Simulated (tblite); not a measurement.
Here is a computed GFN2-xTB geometry (Å):
```
atom  x, y, z in Å
C1    -2.4318   -0.8477   -1.5954
O2    -1.1423   -0.9207   -1.0650
Si3   -0.6333   -0.3943    0.3859
Si4   -1.2133    1.7981    0.7480
O5    -2.8183    1.6791    1.0309
N6     1.1013   -0.5360    0.2337
C7     1.8843    0.1550   -0.6492
C8     3.1959   -0.1220   -0.4108
C9     3.2306   -1.0227    0.6795
C10    1.9383   -1.2472    1.0447
H11   -2.3700   -1.0448   -2.6662
H12   -3.0779   -1.5947   -1.1287
H13   -2.8679    0.1402   -1.4286
H14   -0.9931   -1.3802    1.4175
H15   -0.5594    2.4639    1.8831
H16   -1.0241    2.7242   -0.3853
H17   -3.3494    2.4280    1.2897
H18    1.4343    0.7884   -1.3883
H19    4.0418    0.2644   -0.9459
H20    4.1076   -1.4472    1.1281
H21    1.5377   -1.8669    1.8218
```

Neutral, closed shell.

**Question.** Read off the bonds between heavy atoms and their formal orders.

**Answer.** C1–O2 1.40 Å (single); O2–Si3 1.63 Å (single); Si3–Si4 2.30 Å (single); Si4–O5 1.63 Å (single); Si3–N6 1.75 Å (single); N6–C7 1.37 Å (aromatic); C7–C8 1.36 Å (aromatic); C8–C9 1.41 Å (aromatic); C9–C10 1.36 Å (aromatic); N6–C10 1.37 Å (aromatic). Bonds to hydrogen (Å): C1–H11 1.09; C1–H12 1.09; C1–H13 1.09; Si3–H14 1.47; Si4–H15 1.47; Si4–H16 1.48; O5–H17 0.95; C7–H18 1.07; C8–H19 1.07; C9–H20 1.07; C10–H21 1.07.

**Question.** Write the SMILES.

**Answer.** `CO[Si@H]([SiH2]O)n1cccc1`, C5H11NO2Si2. Among its features: pyrrole-type ring nitrogen and Si–H bond.

**Question.** Name the point group.

**Answer.** C1 (no symmetry element, even within 0.4 Å).

**Question.** Which rings does it hold (smallest set)?

**Answer.** N6–C7–C8–C9–C10 (5 members, 0.00 Å rms from planarity).

**Question.** Classify the heavy atoms.

**Answer.** C1: methoxy carbon; O2: silyl ether oxygen; Si3: oxygen-bound silicon; Si4: oxygen-bound silicon; O5: silanol oxygen; N6: pyrrole-type nitrogen; C7/C10: aromatic CH next to a ring nitrogen; C8/C9: aromatic CH carbon.

**Question.** What is the arrangement about C8?

**Answer.** It has 3 neighbours (C7, C9, H19) and is planar (angles 126.8°, 126.5° and 106.7°, sum 360.0°, 0.00 Å off the plane of its three neighbours).

**Question.** What is the arrangement about C1?

**Answer.** It has 4 neighbours (O2, H11, H12, H13) and is tetrahedral (angles from 108.1° to 111.0°).
